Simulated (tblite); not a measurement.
Input of a run (GFN2-xTB geometry optimisation, gas phase (tblite 0.8.0)), started from a force field or distance geometry:
```
{"job": {"kind": "relax", "xc": "GFN2-xTB", "basis": "xTB"}, "charge": 0, "multiplicity": 2}
C      1.712200    -1.263900     2.244200
C      0.963500    -1.272700     1.291100
C      0.096400    -1.282300     0.147200
C     -0.453700     0.078300    -0.184600
C      0.460100     1.159300    -0.489700
O     -0.046600     2.294200    -0.766300
O      1.841100     1.024400    -0.529200
C     -1.769800     0.293100    -0.166000
Cl    -2.431800     1.860300    -0.541100
Cl    -2.799500    -1.080700     0.231100
H     -0.697200    -2.053700     0.221500
H      0.728000    -1.605400    -0.723300
H      2.392800     1.849600    -0.752700
```

Output (eV, eV/Å):
```
step      E/eV     max force
  0    -853.83345    5.060
  1    -854.03183    6.261
  2    -854.29826    3.314
  3    -854.37956    3.264
  4    -854.51384    1.161
  5    -854.61589    0.920
  6    -854.63896    0.397
  7    -854.64753    0.234
  8    -854.65741    0.394
  9    -854.66947    0.497
 10    -854.67700    0.312
 11    -854.68226    0.215
 12    -854.68790    0.336
 13    -854.69606    0.501
 14    -854.70377    0.395
 15    -854.70820    0.214
 16    -854.71039    0.121
 17    -854.71211    0.202
 18    -854.71418    0.248
 19    -854.71617    0.190
 20    -854.71747    0.095
 21    -854.71811    0.064
 22    -854.71852    0.058
 23    -854.71900    0.071
 24    -854.71975    0.116
 25    -854.72092    0.160
 26    -854.72240    0.166
 27    -854.72383    0.109
 28    -854.72496    0.082
 29    -854.72594    0.085
 30    -854.72705    0.127
 31    -854.72826    0.129
 32    -854.72934    0.097
 33    -854.73015    0.083
 34    -854.73078    0.094
 35    -854.73138    0.081
 36    -854.73194    0.053
 37    -854.73247    0.051
 38    -854.73296    0.069
 39    -854.73352    0.069
 40    -854.73421    0.105
 41    -854.73500    0.074
 42    -854.73569    0.076
 43    -854.73613    0.063
 44    -854.73637    0.055
 45    -854.73663    0.048
 46    -854.73697    0.061
 47    -854.73741    0.065
 48    -854.73784    0.081
 49    -854.73828    0.066
 50    -854.73872    0.090
 51    -854.73924    0.104
 52    -854.73979    0.078
 53    -854.74023    0.054
 54    -854.74060    0.052
 55    -854.74104    0.083
 56    -854.74154    0.097
 57    -854.74198    0.081
 58    -854.74217    0.128
 59    -854.74250    0.069
 60    -854.74275    0.064
 61    -854.74332    0.070
 62    -854.74358    0.030
 63    -854.74375    0.037
 64    -854.74385    0.045
 65    -854.74403    0.041
 66    -854.74432    0.051
 67    -854.74470    0.078
 68    -854.74502    0.082
 69    -854.74524    0.073
 70    -854.74545    0.050
 71    -854.74572    0.057
 72    -854.74604    0.046
 73    -854.74622    0.099
 74    -854.74639    0.052
 75    -854.74646    0.040
 76    -854.74652    0.018
 77    -854.74658    0.023
 78    -854.74665    0.038
 79    -854.74671    0.026
 80    -854.74678    0.034
 81    -854.74686    0.029
 82    -854.74698    0.029
 83    -854.74713    0.025
 84    -854.74728    0.028
 85    -854.74739    0.025
 86    -854.74746    0.028
 87    -854.74751    0.034
 88    -854.74758    0.034
 89    -854.74769    0.032
 90    -854.74782    0.027
 91    -854.74797    0.030
 92    -854.74810    0.031
 93    -854.74824    0.038
 94    -854.74839    0.035
 95    -854.74848    0.083
 96    -854.74859    0.037
 97    -854.74867    0.024
 98    -854.74880    0.060
 99    -854.74888    0.023
100    -854.74896    0.018
101    -854.74902    0.018
102    -854.74905    0.024
103    -854.74914    0.043
104    -854.74928    0.051
105    -854.74952    0.113
106    -854.74964    0.050
107    -854.75000    0.149
108    -854.75017    0.076
109    -854.75032    0.052
110    -854.75037    0.014
111    -854.75041    0.015
112    -854.75043    0.008
```

**Question.** Summarise the run.

**Answer.** The energy falls by 21.1 kcal/mol over 112 L-BFGS steps, the largest force on an atom goes from 5.06 to 0.008 eV/Å, and the atoms move by 0.455 Å rms after alignment. The bond that changes most is C5=O6 (ends: carbon bonded to C and 2 O; oxygen bonded to C), which shortens by 0.069 Å. Bonds longer at the end by more than 0.005 Å: 3 of 12; shorter: 9. Among the angles that change most is C4–C5–O7, from 124.1° to 112.3°. Among the dihedrals that turn most is C2–C3–C4–C8, from -119° to -81°. The energy never rose by more than 1e-5 eV on the way. The first step brought 22 % of the lowering.

**Question.** What are the final bond lengths?

**Answer.** C1≡C2 1.194 Å, C2–C3 1.472 Å, C3–C4 1.497 Å, C4–C5 1.483 Å, C5=O6 1.204 Å, C5–O7 1.340 Å, C4=C8 1.350 Å, C8–Cl9 1.699 Å, C8–Cl10 1.712 Å, C3–H11 1.091 Å, C3–H12 1.090 Å, O7–H13 0.970 Å. Numbering counts from 1 in the input's order; the species is `[C]#CCC(C(=O)O)=C(Cl)Cl` [radical].

Its GFN2-xTB frequencies are all real (lowest 21 cm⁻¹). 2 starts were optimised and ended at 0.00 and 0.07 kcal/mol (GFN2-xTB); the lowest of these is shown.

One conformer stands for the species.

The numbers are calculated, not measured.
